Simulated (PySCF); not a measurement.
## How many f electrons in LaP?

Unrestricted PBE0; La def2-TZVPP with ECP46, P def2-TZVPP; scalar-relativistic core potentials (PySCF 2.14). The search starts from ions with several 4f fillings and holds each by maximum overlap.

The lowest solution has 2Ms+1 = 3, about 0.1 4f electrons, near 2.42 Å.

Solutions at the starting distance of 2.447 Å, counted from the lowest; the search is not exhaustive:

```json
{"2Ms+1": "3", "4f population": "0.06", "E (eV)": "0.00", "⟨S²⟩": "2.01", "⟨Lz²⟩": "0.0", "μ (D)": "-5.13"}
{"2Ms+1": "3", "4f population": "0.06", "E (eV)": "0.08", "⟨S²⟩": "2.00", "⟨Lz²⟩": "1.4", "μ (D)": "-5.73"}
{"2Ms+1": "3", "4f population": "0.06", "E (eV)": "0.52", "⟨S²⟩": "2.01", "⟨Lz²⟩": "4.0", "μ (D)": "-7.68"}
{"2Ms+1": "3", "4f population": "0.08", "E (eV)": "1.16", "⟨S²⟩": "2.01", "⟨Lz²⟩": "1.0", "μ (D)": "-4.91"}
```

Partly filled real f orbitals mix terms, so no term symbols are given. A positive dipole means La(−)P(+).

Spin–orbit coupling is left out. Counting both spins, an empty level lies below a filled one in some of these solutions, because spin and occupation are held. With d or f electrons several states lie close, and the lowest PBE0 determinant need not be the measured ground state.
